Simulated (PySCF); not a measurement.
## Löwdin shares of the frontier orbitals

Cu(PH3)(OH) (singlet state).
Cartesian coordinates in Å at the PBE0-D3(BJ)/def2-SVP level; atoms count from 1:
```
atom  x, y, z in Å
Cu1   -0.0363    0.0753   -0.9686
P2    -0.0838    0.0932    1.1825
H3    -0.7987   -0.9104    1.8900
H4    -0.6218    1.2187    1.8617
H5     1.1321   -0.0016    1.9109
O6    -0.0351    0.1340   -2.7481
H7     0.4436   -0.6092   -3.1284
```

Theory: TDDFT CAM-B3LYP/def2-SVPD, vertical, gas phase, core orbitals frozen in the response in PySCF.

Frontier orbitals with the atoms that hold most of them (Löwdin shares over 4%, at most four atoms; ? is withheld):

```tsv
orbital	ε (eV)	atoms
LUMO+2	0.32	P2 41%, Cu1 31%, H3 10%, H5 9%
LUMO+1	0.27	Cu1 43%, P2 25%, H5 13%, H3 12%
LUMO	0.18	?
HOMO	?	?
HOMO-1	-8.10	O6 49%, Cu1 43%, H7 6%
HOMO-2	-9.27	Cu1 70%, O6 19%, P2 5%
HOMO-3	-9.68	Cu1 99%
```

Question: Which atoms hold the HOMO, and with what shares?

Answer: O6 (bonded to Cu and H) 69%; Cu1 (bonded to O and P) 23%; H7 (bonded to O) 6%.

Question: Which atoms hold the LUMO, and with what shares?

Answer: Cu1 (bonded to O and P) 41%; P2 (bonded to Cu and 3 H) 32%; H4 (bonded to P) 16%; O6 (bonded to Cu and H) 4%.

Question: What is the HOMO energy, and the HOMO–LUMO gap?

Answer: ε(HOMO) = -7.78 eV; the gap is 7.97 eV (0.2928 hartree).

Question: How does S1 compare with the orbital gap of 7.97 eV?

Answer: S1 is at 4.66 eV (f = 0.0014), 3.31 eV below the gap, made of HOMO→LUMO (81%). Without the coupling terms of the response equations the lowest excitation would equal the gap.

For S1 the Löwdin share of copper is 23% in HOMO and 41% in LUMO.

Next come S2 at 4.90 eV (f 0.035), HOMO-1→LUMO (60%), HOMO→LUMO+2 (19%), HOMO-1→LUMO+1 (11%); S3 at 4.94 eV (f 0.0066), HOMO-1→LUMO+2 (55%), HOMO→LUMO+1 (29%); S4 at 5.06 eV (f 0.034), HOMO→LUMO+2 (46%), HOMO-1→LUMO+1 (33%); S5 at 5.09 eV (f 0.054), HOMO→LUMO+1 (43%), HOMO-1→LUMO+2 (34%), HOMO→LUMO+3 (8%).

Orbitals of the list HOMO-3 to LUMO+2 that lie within 0.01 eV of each other are written together with a slash and their weights summed (≥ marks a lower bound); for degenerate orbitals outside that list single weights are arbitrary.
